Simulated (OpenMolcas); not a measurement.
Ce3+ among 6 point charges of -0.5 e arranged as a trigonal antiprism (D3d), with a polar angle of 47.1° against the regular 54.74°.

- Program: OpenMolcas
- Method: SS-CASPT2, IPEA 0.25 Eh, imaginary shift 0.1 Eh (closed shells correlated: 5s 5p)
- Basis: ANO-RCC-VTZP [8s7p5d3f2g1h]
- Scalar Hamiltonian: DKH2, point nucleus
- Active space: 1 electron in 7 orbitals (4f)
- State averaging: 2S+1 = 2 odd, 7 roots
- Spin-orbit coupling: state interaction with AMFI integrals over the reference wave functions

All point charges move together. At R = 2.86 Å the width of the lowest J multiplet is 280 cm-1, and at R = 3.24 Å it is 165 cm-1.

Question: A third run gives 350 cm-1. What distance was it run at?

Answer: With a power law R^-n the two known points give n = -ln(165 / 280) / ln(3.24 / 2.86) = 4.24. Then R = 2.86 × (280 / 350)^(1/4.24) = 2.713 Å. The run was at 2.72 Å, so the estimate is off by -0.007 Å.

Roots that are degenerate in the reference are averaged as groups; the widest CASPT2 spread within a group is 16 cm-1 (the 2-fold group of multiplicity 2 near 113 cm-1 above the lowest state of its run, R = 3.24). Shifts and gaps below about the spread of the groups concerned are not significant. Point charges carry no covalency, so the field is a model and not that of real ligands. No measured value stands beside these numbers.
